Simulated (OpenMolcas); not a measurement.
**d6 ions of charge +3 down a group with 6 fluoride ligands in octahedral coordination**

- Program: OpenMolcas
- Method: CASSCF
- Spin-orbit coupling: RASSI with atomic mean-field integrals over the reference wave functions

The d shell is active. Anionic complexes are neutralised by point charges behind the ligands. Distances were set from a Shannon-type radius of the metal (high-spin where two are listed) plus a fixed donor radius (F 1.31 Å). Ligand basis ANO-RCC-VTZP, DKH2 Hamiltonian. States (labels of O, the rotations of Oh). Energies in cm-1 above the lowest state or level, χT in cm3 K/mol; under a threefold ground state the first gap can be a small split of the lowest multiplet, not the spin-orbit step; 10Dq and B are least-squares fits to the states below 45000 cm-1, weighted by degeneracy, with a free offset, and given where the rms deviation is under 5 % of |10Dq| (or 100 cm-1) and under 700 cm-1. Spin-only χT is S(S+1) / 2 for the spin of the ground state.

```json
{"Ion": "Co3+", "Shell": "3d6", "R (Å)": "1.92", "Metal basis": "ANO-RCC-VTZP", "Outer charge (e at Å behind ligand)": "0.5 at 2.8", "Ground state": "5T2", "First state of that spin": "5E 9727", "10Dq": "10162", "B (rms of fit)": "1243 (174)", "First gap with spin-orbit (degeneracies)": "270.3 (3, 2)", "χT at 300 K": "4.186", "First state of another spin": "3T1 16377", "Spin-only χT": "3.000"}
{"Ion": "Rh3+", "Shell": "4d6", "R (Å)": "1.98", "Metal basis": "ANO-RCC-VTZP", "Outer charge (e at Å behind ligand)": "0.5 at 2.4", "Ground state": "1A1", "First state of that spin": "1T1 17915", "10Dq": "20347", "B (rms of fit)": "811 (240)", "First gap with spin-orbit (degeneracies)": "9863 (1, 2)", "χT at 300 K": "0.045", "First state of another spin": "3T1 10836", "Spin-only χT": "0.000"}
```

The rows also differ in their outer charges, so part of each step comes from that.

|10Dq| changes by a factor of 20347 / 10162 = 2.00 from Co3+ to Rh3+.

B goes from 1243 cm-1 (Co3+) to 811 cm-1 (Rh3+).

Below the highest spin of the shell: Rh3+. χT departs most from the spin-only value for Co3+, by +1.186 cm3 K/mol.

Without dynamic correlation the repulsion within the d shell is too large (B by tens of per cent), so at a given field states of lower spin stand too high. Ligand-to-metal charge-transfer states are missing. With no ligand orbital active B as a rule stays too high, so bands that hang on it stand too high and its fall with covalency is understated. An orbital triplet at a regular site is open to Jahn-Teller coupling, which can distort the site and quench the lowest spin-orbit gaps and is left out (holds for Co3+). CASSCF with metal d orbitals alone favours high spin, so a ground state of lower spin is not ruled out (holds for Co3+). With metal d orbitals alone and no dynamic correlation the field as a rule comes out too small, by tens of per cent, by up to half for chloride and softer ligands, and with too little covalency χT stands high (holds for Co3+). This shell can be high or low spin here, a state of another spin lies low, and with metal d orbitals alone active their balance is uncertain, so the ground spin may be wrong, although the usual error favours high spin (holds for Rh3+). The least metal-like active orbital is 76 % on the metal (Löwdin) and no ligand orbital is active, so the numbers are rough (holds for Rh3+). With metal d orbitals alone the field can be off either way by tens of per cent (holds for Rh3+). No measured value stands beside these numbers; the geometry is a model, was not optimised and need not be the one that this ion takes.
